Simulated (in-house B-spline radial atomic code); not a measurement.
Values are calculated unless marked as measured or tabulated.
From levels and matrix elements to observables: Sc10+

One electron outside the [He] 2s2 2p6 core, from an all-electron radial atomic-structure program (B-spline basis): Brueckner orbitals with a screened correlation potential on Dirac-Hartree-Fock, Breit and QED terms for the lowest states, dipole elements in length form with static core polarisation. The core's own polarisability, by RPA, is 0.01636 bohr³.

```
state  removal energy (cm⁻¹)  size of the reduced dipole element to 3s1/2 (a.u.)
3s1/2                2015015                                                   -
4s1/2                1037357                                                   -
3p1/2                1823716                                              0.7275
3p3/2                1817021                                               1.031
4p1/2                 963689                                              0.1927
4p3/2                 961141                                              0.2659
```

Use R = 109737.3 cm⁻¹, 1 hartree = 219474.6 cm⁻¹, c = 137.036 and 1 a.u. of rate = 4.1341e16 s⁻¹.

**Question.** Find the quantum defects of the two s states and predict 5s1/2.

**Answer.** With n* = 11 √(R/E): 3s1/2 has n* = 2.5670, δ = 0.4330; 4s1/2 has n* = 3.5777, δ = 0.4223. Ritz's form δ = δ0 + b/n*² gives b = 0.145, δ0 = 0.4109, so with n* ≈ 5 − 0.4223, δ = 0.4179 and E = R × 11²/(5 − 0.4179)² = 632420 cm⁻¹. The program finds 632628 cm⁻¹.

**Question.** What are the wavelength, oscillator strength and rate of 3s1/2–3p3/2?

**Answer.** ΔE = 197994 cm⁻¹ = 0.90213 hartree, λ = 50.507 nm in vacuum. f = (2/3) ΔE D²/(2j + 1 of the lower state) = (2/3) × 0.90213 × 1.031²/2 = 0.3196. A = (4/3) ΔE³ D²/(c³ (2j' + 1)) = 1.0109e-07 a.u. = 4.179e+09 s⁻¹, a partial lifetime of 0.2393 ns.
